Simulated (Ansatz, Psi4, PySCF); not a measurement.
Species: CH2BCl2S (charge 0, doublet). SMILES: [CH2]SB(Cl)Cl
Geometry: optimised at B3LYP-D3(BJ)/def2-TZVP (Ansatz, a program for electronic structure).

Quantity: atomisation energy, in kcal/mol. Set-up: LANL2DZ with its own core potentials from Na on; non-relativistic; open shells spin-unrestricted; no spin-orbit coupling; atomisation electronic, to ground-state atoms; frozen cores in correlated levels; 6-31G* and kin with 6d, 5d where marked; no dispersion term unless named; 6-311+G** with 5d, 6d on Na to Ar in Ansatz. CBS(X,Y): correlation extrapolated as X^-3; Hartree-Fock from the larger set. Ab initio and DFT rows: single points at B3LYP-D3(BJ) geometries (Ansatz).

Coupled cluster (Ansatz) is a level with limits of its own, used here on species with T1 under 0.025 (0.045 for open shells) and stable references: CCSD(T)/CBS(cc-pV(T+d)Z,cc-pV(Q+d)Z).

Value to compare with, CCSD(T)/CBS(cc-pV(T+d)Z,cc-pV(Q+d)Z) (Ansatz): 588.1 kcal/mol.

| level | program | atomisation energy (kcal/mol) | difference |
|---|---|---|---|
| SVWN5/6-31G* | Ansatz | 688.2 | 100.1 |
| PBE/LANL2DZ | Ansatz | 554.3 | -33.8 |
| PBE/6-311+G** | Ansatz | 601.9 | 13.8 |
| BP86/def2-SVP | PySCF | 610.8 | 22.7 |
| BP86/6-31G* (5d) | PySCF | 603.3 | 15.2 |
| B3LYP/LANL2DZ | Ansatz | 517.3 | -70.8 |
| B3LYP/6-31G* | Ansatz | 575.6 | -12.5 |
| B3LYP/def2-SVP | Ansatz | 584.8 | -3.3 |
| wB97X-D/6-31G* | Psi4 | 585.1 | -3.0 |
| MP2/STO-3G | Ansatz | 591.8 | 3.7 |
| B3LYP-D3(BJ)/def2-TZVPD | Ansatz + dftd3 | 588.9 | 0.8 |
| wB97M-V/def2-TZVPD | Ansatz | 594.7 | 6.6 |

Among the 10 habitual levels, SVWN5/6-31G* lies farthest from CCSD(T)/CBS(cc-pV(T+d)Z,cc-pV(Q+d)Z) (Ansatz) (100.1 kcal/mol); 5 of 10 lie above it, and their mean absolute difference is 27.9 kcal/mol, the median 14.5. One case shows no general order.

The levels are drawn from those run, B3LYP/6-31G* more often than the rest, none by its result; left out are runs that failed, that the program found above a lower state of the same kind, or whose <S^2> lies over 0.5 above the pure value.
